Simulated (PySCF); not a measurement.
## Electric field gradients and quadrupole coupling constants

Species: SiH(NMe2)3, C₆H₁₉N₃Si.
Geometry (PBE0-D3(BJ)/def2-SVP, Å), atoms numbered from 1 in this order:
```xyz
29
C6H19N3Si angstrom
Si    -0.086    0.090    0.712
H     -0.256    0.285    2.188
N      1.602    0.099    0.317
C      2.173    0.839   -0.773
C      2.530   -0.712    1.059
H      2.984    1.514   -0.431
H      1.402    1.460   -1.252
H      2.607    0.180   -1.552
H      2.031   -1.179    1.923
H      2.964   -1.531    0.449
H      3.376   -0.113    1.449
N     -0.912    1.388   -0.086
C     -1.596    1.232   -1.340
C     -0.809    2.742    0.388
H     -2.620    1.652   -1.298
H     -1.685    0.164   -1.591
H     -1.074    1.733   -2.182
H     -0.367    2.765    1.396
H     -0.177    3.381   -0.264
H     -1.804    3.224    0.451
N     -0.777   -1.441    0.287
C     -2.043   -1.853    0.828
C     -0.217   -2.328   -0.696
H     -2.850   -1.866    0.067
H     -2.361   -1.169    1.631
H     -1.988   -2.871    1.263
H      0.759   -1.947   -1.034
H     -0.060   -3.345   -0.286
H     -0.866   -2.436   -1.589
```

Field gradients from the PBE0/pcSseg-1 density (PySCF, non-relativistic), principal values in atomic units, ordered |Vxx| ≤ |Vyy| ≤ |Vzz|:

| atom | Vxx | Vyy | Vzz |
| --- | --- | --- | --- |
| N3 | 0.3443 | 0.7931 | -1.1374 |
| N12 | 0.3404 | 0.7911 | -1.1315 |
| N21 | 0.3418 | 0.7875 | -1.1294 |

Question: Find the asymmetry η = (Vxx − Vyy)/Vzz and the couplings χ = eQV/h (234.96 MHz × Q in barn × V in au), with Q(14N) = 0.02044 b.

Answer: 
```
atom                    environment  nucleus     η  χzz (MHz)  χxx (MHz)  χyy (MHz)
  N3  nitrogen bonded to 2 C and Si      14N  0.39      -5.46       1.65       3.81
 N12  nitrogen bonded to 2 C and Si      14N  0.40      -5.43       1.63       3.80
 N21  nitrogen bonded to 2 C and Si      14N  0.39      -5.42       1.64       3.78
```

Question: What is Vzz at N21 in SI units (1 au = 9.71736 × 10²¹ V/m²)?

Answer: -1.1294 au = -10.974 × 10²¹ V/m².

Question: And the gradient at the other heavy atoms, for which no coupling is worked out here?

Answer: 
```csv
atom,environment,Vzz (au),η
Si1,silicon bonded to 3 N and H,-0.158,0.08
C4,carbon bonded to N and 3 H,0.216,0.20
C5,carbon bonded to N and 3 H,0.203,0.08
C13,carbon bonded to N and 3 H,0.215,0.19
C14,carbon bonded to N and 3 H,0.204,0.10
C22,carbon bonded to N and 3 H,0.204,0.09
C23,carbon bonded to N and 3 H,0.217,0.20
```

Were the hydrogens deuterons (Q(2H) = 0.00286 b), χzz would run from 92 kHz (H2) to 194 kHz (H7, H16 and H27).

The structure is a single PBE0-D3(BJ)/def2-SVP conformer in the gas phase; no vibrational or solvent corrections. With so small a basis the couplings can be 20 % off.

The run behind these numbers computed NMR shieldings as well. On an AMD EPYC 7R43 with 2 threads, no GPU, shared host with 256 logical CPUs at a one-minute load of 204, this took 1.8 min wall, 4.1 min CPU (with the writing of density and orbital grids) and 2.1 GiB of memory at its peak.
